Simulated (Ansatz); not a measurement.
Basis-set series for GeH₄S₄ (`[SH][Ge]([SH])([SH])[SH]`). The species carries charge 0 and has multiplicity 1. The structure was optimised at the PBE0-D4/def2-TZVP level. It is one conformer, not always the lowest.

```tsv
functional	basis	functions	energy (Eh)	HOMO (eV)	LUMO (eV)
PBE0-D4	def2-TZVPP	272	-3671.54651	-7.62	-1.33
PBE0-D4	def2-QZVPP	489	-3671.63934	-7.65	-1.41
ωB97M-V	def2-TZVPP	272	-3672.14414	-9.78	0.64
ωB97M-V	def2-QZVPP	489	-3672.23365	-9.82	0.49
```

Question: Give the rows for def2-SVP. (Best estimate.)

Answer: Ansatz gave: 
| functional | basis | functions | energy (Eh) | HOMO (eV) | LUMO (eV) |
| --- | --- | --- | --- | --- | --- |
| PBE0-D4 | def2-SVP | 124 | -3670.72642 | -7.49 | -0.95 |
| ωB97M-V | def2-SVP | 124 | -3671.32928 | -9.61 | 1.15 |

Positive LUMOs are unbound and depend on the basis. Scalar relativity is left out up to krypton.
